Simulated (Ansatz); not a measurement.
`C[O][Al]([F])[O]C` at its PBE0-D4/def2-TZVP geometry, where that method's forces vanish. Total charge 0; spin multiplicity 1.

| atom | x (Å) | y (Å) | z (Å) |
| --- | --- | --- | --- |
| C1 | 0.324 | -0.473 | -2.009 |
| O2 | -0.907 | -0.258 | -1.389 |
| Al3 | -1.522 | 0.116 | 0.117 |
| F4 | -3.151 | 0.240 | 0.245 |
| O5 | -0.631 | 0.376 | 1.504 |
| C6 | 0.697 | 0.395 | 1.930 |
| H7 | 0.358 | -1.479 | -2.437 |
| H8 | 1.171 | -0.370 | -1.320 |
| H9 | 0.463 | 0.245 | -2.824 |
| H10 | 0.847 | -0.349 | 2.720 |
| H11 | 0.944 | 1.378 | 2.342 |
| H12 | 1.406 | 0.178 | 1.122 |

Q: For each bond, give half the difference of the two atoms' forces along it (eV/Å; positive pushes the atoms apart) under PBE-D4, r2SCAN-D4, B3LYP-D4, ωB97M-V in def2-TZVPP. (Estimate.)

A: The calculation gave: 
| bond | length (Å) | PBE-D4 | r2SCAN-D4 | B3LYP-D4 | ωB97M-V |
| --- | --- | --- | --- | --- | --- |
| C1–O2 | 1.395 | 0.20 | 0.27 | 0.32 | 0.29 |
| C1–H7 | 1.095 | 0.09 | -0.06 | -0.10 | -0.12 |
| C1–H8 | 1.097 | 0.07 | -0.06 | -0.09 | -0.11 |
| C1–H9 | 1.095 | 0.09 | -0.06 | -0.10 | -0.12 |
| O2–Al3 | 1.669 | 0.01 | -0.08 | -0.08 | -0.07 |
| Al3–F4 | 1.639 | 0.32 | 0.03 | 0.07 | 0.08 |
| Al3–O5 | 1.669 | 0.01 | -0.08 | -0.08 | -0.07 |
| O5–C6 | 1.395 | 0.20 | 0.27 | 0.32 | 0.29 |
| C6–H10 | 1.095 | 0.09 | -0.06 | -0.10 | -0.12 |
| C6–H11 | 1.095 | 0.09 | -0.06 | -0.10 | -0.12 |
| C6–H12 | 1.097 | 0.07 | -0.06 | -0.09 | -0.11 |

B3LYP here is the variant with VWN-RPA as its local correlation; programs differ in this.

Computed with Ansatz.
